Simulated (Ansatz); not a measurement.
Reaction (cleavage of the Al–Si bond): `N[SiH2][AlH2]` + `NCS` → `[AlH2][NH]CS` + `N[SiH3]`

Calculated with Ansatz (gas phase, PBE0-D4/def2-TZVP geometries, no zero-point term in ΔE). CCSD(T)/CBS adds triple-zeta CCSD(T) − MP2 to the extrapolated MP2 energy (def2 sets, frozen cores). This one scheme is used for every species. DFT in def2-TZVPP. One conformer a species, not always the lowest.

```
          level  ΔE (eV)
        BLYP-D4    -1.23
         r2SCAN    -1.19
        r2SCANh    -1.18
        r2SCAN0    -1.17
    HF/def2-SVP    -1.27
CCSD/def2-TZVPP    -1.20
 MP2/def2-QZVPP    -1.31
   HF/CBS(def2)    -1.24
```

Question: What does CCSD(T)/CBS give? (An estimate is asked.)

Answer: The calculation gave: -1.19 eV. The listed levels differ from it by -0.04, 0.00, 0.01, 0.02, -0.08, -0.01, -0.12, -0.05 eV.

Largest T1 diagnostic among the species: 0.012.

Leaving LDA and LC-ωPBE aside and taking each functional with its dispersion term where it has one, the values, not all of them listed here, spread over 0.22 eV, from CAM-B3LYP-D4 to PBE-D4. LDA lies −0.08 eV from PBE without D4. At CCSD(T), def2-SVP lies −0.11 eV from the extrapolated value and def2-TZVPP −0.02 eV. From BLYP to BHLYP (50 % exact exchange), in def2-TZVPP and without D4, ΔE moves by −0.03 eV.
